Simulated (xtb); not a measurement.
H2O4W, singlet, from a rough starting geometry (GFN-xTB shapes and energies of metal compounds can be far from the true ones); GFN2-xTB run with xtb 6.7.1.

xtb was given this input:
```
$ xtb mol.xyz --gfn 2 --opt vtight --json

# file mol.xyz
7

W      0.48096953     0.00742188     0.05061228
O      1.54195044     0.71363041    -0.94202288
O      1.25448203    -0.77359063     1.38239600
O     -0.50205679    -1.24261685    -0.94006171
H     -0.77225911    -2.01070589    -1.53942139
O     -0.81551600     1.27525161     0.76649846
H     -1.18884276     1.96614433     1.27983824
```

Write the output that xtb gives for this input, abridged.


```
   ID    Z sym.   atoms
    1   74 W      1
    2    8 O      2-4, 6
    3    1 H      5, 7

           -------------------------------------------------
          |                Calculation Setup                |
           -------------------------------------------------

           -------------------------------------------------
          |                 G F N 2 - x T B                 |
           -------------------------------------------------

          ...................................................
          :                      SETUP                      :
          :.................................................:
          :  # basis functions                  28          :
          :  # atomic orbitals                  27          :
          :  # shells                           13          :
          :  # electrons                        32          :
          :  max. iterations                   250          :
          :  Hamiltonian                  GFN2-xTB          :
          :  restarted?                      false          :
          :  GBSA solvation                  false          :
          :  PC potential                    false          :
          :  electronic temp.          300.0000000     K    :
          :  accuracy                    1.0000000          :
          :  -> integral cutoff          0.2500000E+02      :
          :  -> integral neglect         0.1000000E-07      :
          :  -> SCF convergence          0.1000000E-05 Eh   :
          :  -> wf. convergence          0.1000000E-03 e    :
          :  Broyden damping             0.4000000          :
          :  net charge                          0          :
          :  unpaired electrons                  0          :
          ...................................................

 iter      E             dE          RMSdq      gap      omega  full diag
   1     -7.3543922 -0.735439E+01  0.256E+01    1.73       0.0  T
   2    -12.1646969 -0.481030E+01  0.268E+01   13.83       1.0  T
   3    -16.2567071 -0.409201E+01  0.180E+01   10.52       1.0  T
   4    -17.8321957 -0.157549E+01  0.141E+01    7.86       1.0  T
   5    -19.3667701 -0.153457E+01  0.819E+00    5.26       1.0  T
   6    -19.8372568 -0.470487E+00  0.500E+00    3.78       1.0  T
   7    -19.2112406  0.626016E+00  0.886E+00    6.16       1.0  T
   8    -18.7634814  0.447759E+00  0.873E+00    6.96       1.0  T
   9    -19.8628690 -0.109939E+01  0.214E+00    4.24       1.0  T
[...]
 * total energy  :   -19.7781208 Eh     change       -0.6013323E-10 Eh
 * total energy  :   -19.7857889 Eh     change       -0.7668079E-02 Eh
 * total energy  :   -19.7871553 Eh     change       -0.1366414E-02 Eh
 * total energy  :   -19.7872421 Eh     change       -0.8679038E-04 Eh
 * total energy  :   -19.7872581 Eh     change       -0.1596546E-04 Eh
 * total energy  :   -19.7872643 Eh     change       -0.6175128E-05 Eh
 * total energy  :   -19.7872686 Eh     change       -0.4327782E-05 Eh
 * total energy  :   -19.7872713 Eh     change       -0.2666842E-05 Eh
 * total energy  :   -19.7872720 Eh     change       -0.7202866E-06 Eh
 * total energy  :   -19.7872722 Eh     change       -0.1682379E-06 Eh
 * total energy  :   -19.7872723 Eh     change       -0.1247836E-06 Eh
 * total energy  :   -19.7872723 Eh     change       -0.6132858E-07 Eh
   *** GEOMETRY OPTIMIZATION CONVERGED AFTER 12 ITERATIONS ***
         :: total energy             -19.787272344509 Eh    ::
[...]
             Fermi-level           -0.3150853 Eh           -8.5739 eV

     #   Z          covCN         q      C6AA      α(0)
     1  74 W        3.314     1.286   367.452    42.278
     2   8 O        0.830    -0.532    24.523     6.639
     3   8 O        0.830    -0.532    24.523     6.639
     4   8 O        1.631    -0.466    22.180     6.357
     5   1 H        0.805     0.355     0.577     1.193
     6   8 O        1.631    -0.466    22.180     6.357
     7   1 H        0.805     0.355     0.577     1.193

 Mol. C6AA /au·bohr⁶  :       1547.649271
 Mol. C8AA /au·bohr⁸  :     109505.935889
 Mol. α(0) /au        :         70.655472

Wiberg/Mayer (AO) data.
largest (>0.10) Wiberg bond orders for each atom

 ---------------------------------------------------------------------------
     #   Z sym  total        # sym  WBO       # sym  WBO       # sym  WBO
 ---------------------------------------------------------------------------
     1  74 W    6.618 --     3 O    2.043     2 O    2.043     4 O    1.220
                             6 O    1.220
     2   8 O    2.334 --     1 W    2.043     3 O    0.121
     3   8 O    2.334 --     1 W    2.043     2 O    0.121
     4   8 O    2.259 --     1 W    1.220     5 H    0.816
     5   1 H    0.874 --     4 O    0.816
     6   8 O    2.259 --     1 W    1.220     7 H    0.816
     7   1 H    0.874 --     6 O    0.816
 ---------------------------------------------------------------------------

Topologies differ in total number of bonds
Writing topology from bond orders to xtbtopo.mol

molecular dipole:
                 x           y           z       tot (Debye)
 q only:       -1.882      -0.005      -0.274
   full:       -2.686      -0.007      -0.391       6.900
molecular quadrupole (traceless):
                xx          xy          yy          xz          yz          zz
 q only:       -5.532      -1.461       6.911      -0.689      10.169      -1.378
  q+dip:       -7.338      -1.624       8.327      -1.038      11.376      -0.989
   full:       -7.522      -1.694       8.611      -1.052      11.851      -1.089

optimized geometry written to: xtbopt.xyz

           -------------------------------------------------
          | TOTAL ENERGY              -19.787272344509 Eh   |
          | GRADIENT NORM               0.000079169519 Eh/α |
          | HOMO-LUMO GAP               4.642034881156 eV   |
           -------------------------------------------------

normal termination of xtb
```
